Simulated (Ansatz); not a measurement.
`C=C([SeH])B[SiH3]` at its PBE0-D4/def2-TZVP geometry, where that method's forces vanish. Total charge 0; spin multiplicity 1.

```xyz
12

C     0.2443   -2.3445    0.2915
C     0.4397   -1.0160    0.3554
Se    1.9123   -0.3628    1.3830
B    -0.5371   -0.0983   -0.3994
Si   -0.6038    1.9105   -0.5180
H     0.8738   -3.0717    0.7987
H    -0.5820   -2.7339   -0.2924
H     1.6315    1.0539    1.1314
H    -1.3959   -0.6737   -1.0106
H    -0.4929    2.3063   -1.9518
H     0.4432    2.6559    0.2385
H    -1.9332    2.3743   -0.0264
```

Q: What forces (eV/Å) does ωB97M-V/def2-TZVPP give on these atoms in the Gaussian-basis code of Ansatz? (An estimate is asked.)

A: Ansatz gave: 
```
C1  -0.014  0.113 -0.016
C2  -0.045 -0.227 -0.024
Se3  0.057  0.129  0.039
B4  -0.160 -0.026 -0.114
Si5 -0.034  0.170 -0.034
H6  -0.035  0.072 -0.032
H7   0.068  0.028  0.051
H8   0.047 -0.135  0.039
H9   0.101  0.076  0.072
H10 -0.011 -0.053  0.166
H11 -0.129 -0.085 -0.093
H12  0.154 -0.061 -0.054
```
